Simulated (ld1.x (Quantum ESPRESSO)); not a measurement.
## PW91 PAW dataset for As, non-relativistic all-electron reference.

Input for ld1.x (Quantum ESPRESSO) 7.5:

```
&input
   title='As', zed=33., rel=0, dft='PW91', iswitch=3,
   config='[Ar] 3d10 4s2 4p3',
   nld=3, rlderiv=1.05, eminld=-16.0, emaxld=5.0, deld=0.04
 /
 &inputp
   pseudotype=3, lpaw=.true., tm=.true., lloc=-2, rcloc=0.65,
   nlcc=.true., new_core_ps=.true.,
   which_augfun='BESSEL', rmatch_augfun=0.55,
   file_pseudopw='As.UPF', file_wfcaegen='ae.wfc', file_wfcncgen='nc.wfc', file_beta='beta', file_chi='chi', file_wfcusgen='us.wfc'
 /
6
3S  1  0   2.00   0.00  0.80  0.85  0.0
4S  2  0   2.00   0.00  0.80  0.85  0.0
3P  2  1   6.00   0.00  0.85  0.95  0.0
4P  3  1   3.00   0.00  0.85  0.95  0.0
3D  3  2  10.00   0.00  0.75  0.95  0.0
3D  3  2   0.00  -2.65  0.75  0.95  0.0
 &test
   configts(1)='3s2 3p6 3d10 4s2 4p3'
 /
```

Command:

```bash
ld1.x < As.in > As.out
```

Resulting log (shortened: banner, matrices, multipoles, cross overlaps and the repeated all-electron block are left out):

```
Program LD1 v.7.5
     --------------------------- All-electron run ----------------------------

     As

     atomic number is 33.00
     dft =PW91   lsd =0 sic =0 latt =0  beta=0.20 tr2=1.0E-14
     Exchange-correlation= PW91
                           (   1   4   2   2   0   0   0)
     mesh =1209 r(mesh) =  99.83237 a.u. xmin = -7.00 dx = 0.01250
     1 Ry =  13.60569312 eV

     n l     nl                  e(Ry)          e(Ha)          e(eV)
     1 0     1S 1( 2.00)      -848.3024      -424.1512    -11541.7426
     2 0     2S 1( 2.00)      -106.3742       -53.1871     -1447.2948
     2 1     2P 1( 6.00)       -95.1425       -47.5713     -1294.4800
     3 0     3S 1( 2.00)       -13.5177        -6.7589      -183.9180
     3 1     3P 1( 6.00)        -9.7256        -4.8628      -132.3239
     3 2     3D 1(10.00)        -3.0733        -1.5366       -41.8143
     4 0     4S 1( 2.00)        -1.0381        -0.5191       -14.1241
     4 1     4P 1( 3.00)        -0.3880        -0.1940        -5.2785

     final scf error:  7.5E-15 reached in  32 iterations

     Etot =   -4471.920578 Ry,   -2235.960289 Ha,  -60843.579049 eV

     Ekin =    4469.038225 Ry,    2234.519112 Ha,   60804.362639 eV
     Encl =  -10696.989932 Ry,   -5348.494966 Ha, -145539.962354 eV
     Eh   =    1922.290384 Ry,     961.145192 Ha,   26154.093061 eV
     Exc  =    -166.259254 Ry,     -83.129627 Ha,   -2262.072395 eV

     normalization and overlap integrals

     s(1S/1S) =  1.000000  <r> =   0.0464  <r2> =    0.0029  r(max) =   0.0307
     s(2S/2S) =  1.000000  <r> =   0.2067  <r2> =    0.0503  r(max) =   0.1744
     s(2P/2P) =  1.000000  <r> =   0.1788  <r2> =    0.0391  r(max) =   0.1375
     s(3S/3S) =  1.000000  <r> =   0.6092  <r2> =    0.4276  r(max) =   0.5305
     s(3P/3P) =  1.000000  <r> =   0.6218  <r2> =    0.4543  r(max) =   0.5239
     s(3D/3D) =  1.000000  <r> =   0.6751  <r2> =    0.5759  r(max) =   0.4740
     s(4S/4S) =  1.000000  <r> =   1.9702  <r2> =    4.4742  r(max) =   1.6339
     s(4P/4P) =  1.000000  <r> =   2.5565  <r2> =    7.7725  r(max) =   1.9957

     ------------------------ End of All-electron run ------------------------

     --------------------- Generating PAW atomic setup --------------------

      Generating local potential from pseudized AE potential:
      Matching radius rcloc =   0.6500
      Enforcing V''(0)=0 (lloc=-2)

      Local pseudo, rcloc= 0.656 Estimated cut-off energy=    72.15 Ry

      Computing core charge for nlcc:

       r > 0.27 : true rho core
      Core charge pseudized with two Bessel functions
      Integrated core pseudo-charge :   8.01
      Wfc-us  3S rcutus= 0.842  Estimated cut-off energy=    73.03 Ry
      Wfc-us  4S rcutus= 0.842  Estimated cut-off energy=   136.97 Ry
      Wfc-us  3P rcutus= 0.955  Estimated cut-off energy=    91.70 Ry
      Wfc-us  4P rcutus= 0.955  Estimated cut-off energy=   168.77 Ry
      Wfc-us  3D rcutus= 0.955  Estimated cut-off energy=   128.27 Ry
      Wfc-us  3D rcutus= 0.955  Estimated cut-off energy=   131.26 Ry

     Required augmentation: BESSEL   radius:    0.550000
     Suggested rho cutoff for augmentation: 327.35 Ry

     Estimated PAW energy = -767.717502 Ryd

     ------------------- End of pseudopotential generation -------------------

     Computing logarithmic derivative in   1.04840
     Computing logarithmic derivative in   1.04840
     Computing the partial wave expansion
     R is outside the sphere for l=    0 j= 0.00
     R is outside the sphere for l=    0 j= 0.00
     R is outside the sphere for l=    1 j= 0.00
     R is outside the sphere for l=    1 j= 0.00
     R is outside the sphere for l=    2 j= 0.00
     R is outside the sphere for l=    2 j= 0.00

     ---------------------- Testing the pseudopotential ----------------------

     As

     atomic number is 33.00   valence charge is 23.00
     dft = SLA  PW   GGX  GGC   lsd =0 sic =0 latt =0  beta=0.20 tr2=1.0E-14
     mesh =1209 r(mesh) =  99.83237 xmin = -7.00 dx = 0.01250

     n l     nl             e AE (Ry)        e PS (Ry)    De AE-PS (Ry)
     1 0     3S   1( 2.00)      -13.51773      -13.51778        0.00006
     2 1     3P   1( 6.00)       -9.72562       -9.72561       -0.00001
     3 2     3D   1(10.00)       -3.07329       -3.07326       -0.00004
     2 0     4S   1( 2.00)       -1.03810       -1.03811        0.00000
     3 1     4P   1( 3.00)       -0.38796       -0.38796        0.00000

     eps = 3.6E-15  iter =  6

     Etot =   -4471.920578 Ry,   -2235.960289 Ha,  -60843.579049 eV
     Etotps =  -767.717188 Ry,    -383.858594 Ha,  -10445.324468 eV

     Ekin =     721.963594 Ry,     360.981797 Ha,    9822.815113 eV
     Encl =   -1882.201380 Ry,    -941.100690 Ha,  -25608.654378 eV
     Ehrt =     558.779891 Ry,     279.389946 Ha,    7602.587722 eV
     Ecxc =    -166.259293 Ry,     -83.129647 Ha,   -2262.072924 eV
     (Ecc =     -57.777865 Ry,     -28.888933 Ha,    -786.107906 eV)

     ---------------------- End of pseudopotential test ----------------------
```

The ghost test of this file was not conclusive. Its overlap operator is not positive definite in a basis up to 400 Ry (lowest eigenvalue p -0.40), so the file is unfit for use: the generalised eigenproblem breaks down once the basis is large enough, and its test numbers describe a broken file.

Generation and configuration tests took about 4 s on one core of a shared server CPU.

Transferability test of the new file with ld1.x, input:

```
&input
   title='As', zed=33., rel=0, dft='PW91', iswitch=2,
   config='[Ar] 3d10 4s2 4p3'
 /
 &test
   file_pseudo='As.UPF', nconf=8,
   configts(1)='3s2 3p6 3d10 4s2 4p3',
   configts(2)='3s2 3p6 3d10 4s2 4p2',
   configts(3)='3s2 3p6 3d10 4s2 4p1',
   configts(4)='3s2 3p6 3d10 4s2 4p0',
   configts(5)='3s2 3p6 3d10 4s2 4p2.5',
   configts(6)='3s2 3p6 3d10 4s0 4p5',
   configts(7)='3s2 3p5 3d10 4s2 4p3',
   configts(8)='3s2 3p6 3d10 4s2 4p3.3'
 /
```

```bash
ld1.x < As.test.in > As.test.out
```

Pseudopotential blocks of its output, shortened (energy terms left out):

```
     ---------------------- Testing the pseudopotential ----------------------

     n l     nl             e AE (Ry)        e PS (Ry)    De AE-PS (Ry)
     1 0     3S   1( 2.00)      -13.51773      -13.51778        0.00006
     2 1     3P   1( 6.00)       -9.72562       -9.72561       -0.00001
     3 2     3D   1(10.00)       -3.07329       -3.07326       -0.00004
     2 0     4S   1( 2.00)       -1.03810       -1.03811        0.00000
     3 1     4P   1( 3.00)       -0.38796       -0.38796        0.00000

     eps = 3.3E-15  iter =  6

     Etot =   -4471.920580 Ry,   -2235.960290 Ha,  -60843.579086 eV
     Etotps =  -767.717188 Ry,    -383.858594 Ha,  -10445.324466 eV

     ---------------------- End of pseudopotential test ----------------------

          ---------------------- Testing the pseudopotential ----------------------

     n l     nl             e AE (Ry)        e PS (Ry)    De AE-PS (Ry)
     1 0     3S   1( 2.00)      -14.23585      -14.23572       -0.00013
     2 1     3P   1( 6.00)      -10.44368      -10.44363       -0.00005
     3 2     3D   1(10.00)       -3.79000       -3.79001        0.00001
     2 0     4S   1( 2.00)       -1.68676       -1.68677        0.00001
     3 1     4P   1( 2.00)       -0.98692       -0.98692       -0.00001

     eps = 1.7E-15  iter = 11

     Etot =   -4471.241620 Ry,   -2235.620810 Ha,  -60834.341354 eV
     Etotps =  -767.038228 Ry,    -383.519114 Ha,  -10436.086741 eV
     dEtot_ae =       0.678961 Ry
     dEtot_ps =       0.678960 Ry,   Delta E=       0.000000 Ry

     ---------------------- End of pseudopotential test ----------------------

          ---------------------- Testing the pseudopotential ----------------------

     n l     nl             e AE (Ry)        e PS (Ry)    De AE-PS (Ry)
     1 0     3S   1( 2.00)      -15.08587      -15.08533       -0.00054
     2 1     3P   1( 6.00)      -11.29345      -11.29325       -0.00020
     3 2     3D   1(10.00)       -4.63677       -4.63681        0.00004
     2 0     4S   1( 2.00)       -2.42421       -2.42422        0.00001
     3 1     4P   1( 1.00)       -1.67207       -1.67200       -0.00006

     eps = 2.9E-15  iter =  8

     Etot =   -4469.918204 Ry,   -2234.959102 Ha,  -60816.335368 eV
     Etotps =  -765.714831 Ry,    -382.857415 Ha,  -10418.081008 eV
     dEtot_ae =       2.002376 Ry
     dEtot_ps =       2.002357 Ry,   Delta E=       0.000019 Ry

     ---------------------- End of pseudopotential test ----------------------

          ---------------------- Testing the pseudopotential ----------------------

     n l     nl             e AE (Ry)        e PS (Ry)    De AE-PS (Ry)
     1 0     3S   1( 2.00)      -16.04337      -16.04208       -0.00129
     2 1     3P   1( 6.00)      -12.25043      -12.24989       -0.00054
     3 2     3D   1(10.00)       -5.58878       -5.58874       -0.00004
     2 0     4S   1( 2.00)       -3.22537       -3.22532       -0.00005
     3 1     4P   1( 0.00)       -2.42043       -2.42021       -0.00022

     eps = 3.5E-15  iter = 16

     Etot =   -4467.876479 Ry,   -2233.938240 Ha,  -60788.556291 eV
     Etotps =  -763.673218 Ry,    -381.836609 Ha,  -10390.303457 eV
     dEtot_ae =       4.044101 Ry
     dEtot_ps =       4.043970 Ry,   Delta E=       0.000131 Ry

     ---------------------- End of pseudopotential test ----------------------

          ---------------------- Testing the pseudopotential ----------------------

     n l     nl             e AE (Ry)        e PS (Ry)    De AE-PS (Ry)
     1 0     3S   1( 2.00)      -13.85807      -13.85806       -0.00001
     2 1     3P   1( 6.00)      -10.06595      -10.06593       -0.00002
     3 2     3D   1(10.00)       -3.41313       -3.41312       -0.00001
     2 0     4S   1( 2.00)       -1.34917       -1.34918        0.00001
     3 1     4P   1( 2.50)       -0.67473       -0.67473       -0.00000

     eps = 4.7E-15  iter = 13

     Etot =   -4471.656071 Ry,   -2235.828036 Ha,  -60839.980255 eV
     Etotps =  -767.452681 Ry,    -383.726340 Ha,  -10441.725662 eV
     dEtot_ae =       0.264509 Ry
     dEtot_ps =       0.264507 Ry,   Delta E=       0.000002 Ry

     ---------------------- End of pseudopotential test ----------------------

          ---------------------- Testing the pseudopotential ----------------------

     n l     nl             e AE (Ry)        e PS (Ry)    De AE-PS (Ry)
     1 0     3S   1( 2.00)      -13.74668      -13.74746        0.00078
     2 1     3P   1( 6.00)       -9.95359       -9.95380        0.00021
     3 2     3D   1(10.00)       -3.29582       -3.29562       -0.00020
     2 0     4S   1( 0.00)       -1.15375       -1.15370       -0.00005
     3 1     4P   1( 5.00)       -0.47461       -0.47463        0.00001

     eps = 4.8E-15  iter = 13

     Etot =   -4470.590357 Ry,   -2235.295179 Ha,  -60825.480479 eV
     Etotps =  -766.387045 Ry,    -383.193523 Ha,  -10427.226953 eV
     dEtot_ae =       1.330223 Ry
     dEtot_ps =       1.330143 Ry,   Delta E=       0.000080 Ry

     ---------------------- End of pseudopotential test ----------------------

          ---------------------- Testing the pseudopotential ----------------------

     n l     nl             e AE (Ry)        e PS (Ry)    De AE-PS (Ry)
     1 0     3S   1( 2.00)      -15.15313      -15.15224       -0.00088
     2 1     3P   1( 5.00)      -11.35009      -11.34995       -0.00013
     3 2     3D   1(10.00)       -4.65196       -4.65124       -0.00072
     2 0     4S   1( 2.00)       -1.89100       -1.89121        0.00021
     3 1     4P   1( 3.00)       -1.12613       -1.12605       -0.00008

     eps = 2.4E-15  iter = 17

     Etot =   -4461.401675 Ry,   -2230.700838 Ha,  -60700.462093 eV
     Etotps =  -757.198403 Ry,    -378.599201 Ha,  -10302.209101 eV
     dEtot_ae =      10.518905 Ry
     dEtot_ps =      10.518785 Ry,   Delta E=       0.000120 Ry

     ---------------------- End of pseudopotential test ----------------------

          ---------------------- Testing the pseudopotential ----------------------

     n l     nl             e AE (Ry)        e PS (Ry)    De AE-PS (Ry)
     1 0     3S   1( 2.00)      -13.33460      -13.33468        0.00008
     2 1     3P   1( 6.00)       -9.54249       -9.54248       -0.00001
     3 2     3D   1(10.00)       -2.89031       -2.89026       -0.00005
     2 0     4S   1( 2.00)       -0.86720       -0.86720       -0.00000
     3 1     4P   1( 3.30)       -0.23071       -0.23071        0.00000

     eps = 2.7E-15  iter =  8

     Etot =   -4472.013066 Ry,   -2236.006533 Ha,  -60844.837422 eV
     Etotps =  -767.809678 Ry,    -383.904839 Ha,  -10446.582852 eV
     dEtot_ae =      -0.092486 Ry
     dEtot_ps =      -0.092490 Ry,   Delta E=       0.000004 Ry

     ---------------------- End of pseudopotential test ----------------------
```
